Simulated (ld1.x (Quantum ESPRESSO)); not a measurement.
## An all-electron radial function and its pseudo partner (arsenic)

Columns: radius, all-electron u(r) and pseudo u(r) of the 4s shell (level -33.45 eV) of arsenic in the configuration [Ar] 3d10 4s2 4p1; PBE, scalar-relativistic, TM scheme, ld1.x (Quantum ESPRESSO) 7.5.

```tsv
r (bohr)	all-electron	pseudo
0.090	-0.1600	-0.0247
0.180	-0.1920	-0.0506
0.270	0.1028	-0.0790
0.360	0.3366	-0.1111
0.450	0.4072	-0.1485
0.540	0.3430	-0.1924
0.630	0.1994	-0.2443
0.720	0.0221	-0.3049
0.810	-0.1590	-0.3741
0.900	-0.3264	-0.4506
0.990	-0.4713	-0.5314
1.080	-0.5904	-0.6117
1.170	-0.6836	-0.6861
1.260	-0.7525	-0.7491
1.350	-0.7997	-0.7964
1.440	-0.8281	-0.8265
1.530	-0.8403	-0.8399
1.620	-0.8392	-0.8392
1.710	-0.8271	-0.8271
1.800	-0.8063	-0.8063
1.890	-0.7787	-0.7787
1.980	-0.7460	-0.7460
2.070	-0.7097	-0.7097
2.160	-0.6710	-0.6710
2.250	-0.6310	-0.6310
2.340	-0.5906	-0.5906
```

(1) How many radial nodes do the two functions have?

(2) At about which radius was the pseudo-wave matched?

(3) Is the pseudo-wave norm-conserving?

Answers

(1) The all-electron 4s function has n − l − 1 = 3 (the table is too coarse to show those close to the nucleus); the pseudo-wave has 0, since the states of the same l below it are removed with the core.

(2) 1.75 bohr. The columns agree to 0.0005 from 1.53 bohr on; several derivatives are matched, so the curves merge somewhat inside the radius.

(3) Yes: the TM scheme keeps the norm inside the radius equal to the all-electron one, which fixes the energy derivative of the logarithmic derivative at the level.
